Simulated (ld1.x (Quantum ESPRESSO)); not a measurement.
**rhodium (Rh) PAW: all-electron and pseudo phase curves**

| Property | Result |
| --- | --- |
| Element | rhodium (Rh) |
| Generator | ld1.x (Quantum ESPRESSO) 7.5 |
| Type | PAW |
| Functional | PBEsol |
| Relativity | fully relativistic |
| Frozen core | [Ar] 3d10 4s2 |
| Valence charge | 15 |
| Reference configuration | 4p6 4d8 5s0.5 5p0 (charge +0.5) |
| Partial waves | 5s (bound): rcut 1.85, rcutus 2.50 bohr; 5s channel at 0.2 Ry: rcut 1.85, rcutus 2.50 bohr; 4p (bound): rcut 1.85, rcutus 2.05 bohr; 5p (bound, empty): rcut 1.85, rcutus 2.05 bohr; 4d (bound): rcut 1.75, rcutus 2.15 bohr; 4d channel at 3 Ry: rcut 1.75, rcutus 2.15 bohr |
| Local potential | all-electron potential smoothed inside 2.50 bohr (lloc = -1) |
| Core correction | Bessel-smoothed model core inside 2.15 bohr |
| Augmentation charge | BESSEL, radius 2.00 bohr |

Open shells are filled in proportion to 2j + 1 (rel_dist='average').

The phase is arctan(r·u′/u) with u = r·R(r), unwrapped; energies in Ry, scanned from -6 to 5 Ry. A pole is an energy at which the radial function vanishes at the test radius. The pseudo phase is shifted by a multiple of π to meet the all-electron one at the reference energy, and phase errors are pseudo minus all-electron; the curves can meet again beyond the range given. Levels narrower than the energy grid can be missing from the lists of poles.

```tsv
channel	radius (bohr)	reference energy (Ry)	poles, all-electron	poles, pseudo	unbroken range about the reference energy with phases within 0.05 rad	phase error 1 Ry above the reference energy (rad)
s	2.68	-0.55	1.60	1.58, 3.17	below 2.8	-0.000
p1/2	2.68	-0.25	-4.14, 2.67	-4.14, 2.64	the whole range	-0.001
p3/2	2.68	-0.24	-3.85, 2.85	-3.85, 2.81	the whole range	-0.002
d3/2	2.68	-0.72	-0.46, 4.98	-0.46	the whole range	+0.003
d5/2	2.68	-0.70	-0.42	-0.42	the whole range	+0.003
```

The ghost test of this file was not conclusive.

Phases in the d5/2 channel:

```
E (Ry)  all-electron  pseudo
 -6.00         1.416   1.416
 -5.74         1.413   1.413
 -5.48         1.409   1.409
 -5.22         1.404   1.405
 -4.96         1.400   1.400
 -4.70         1.395   1.395
 -4.44         1.389   1.390
 -4.18         1.383   1.384
 -3.92         1.377   1.377
 -3.66         1.369   1.369
 -3.40         1.360   1.361
 -3.14         1.350   1.351
 -2.88         1.339   1.340
 -2.62         1.325   1.326
 -2.36         1.308   1.309
 -2.10         1.285   1.286
 -1.84         1.254   1.256
 -1.58         1.207   1.208
 -1.32         1.120   1.122
 -1.06         0.884   0.887
 -0.80        -0.447  -0.446
 -0.54        -1.453  -1.452
 -0.28        -1.650  -1.649
 -0.02        -1.742  -1.740
  0.24        -1.809  -1.807
  0.50        -1.873  -1.870
  0.76        -1.946  -1.942
  1.02        -2.043  -2.037
  1.28        -2.187  -2.179
  1.54        -2.428  -2.416
  1.80        -2.853  -2.838
  2.06        -3.447  -3.436
  2.32        -3.923  -3.919
  2.58        -4.196  -4.195
  2.84        -4.352  -4.352
  3.10        -4.451  -4.451
  3.36        -4.518  -4.518
  3.62        -4.567  -4.567
  3.88        -4.605  -4.604
  4.14        -4.636  -4.634
  4.40        -4.662  -4.660
  4.66        -4.684  -4.681
  4.92        -4.704  -4.700
```
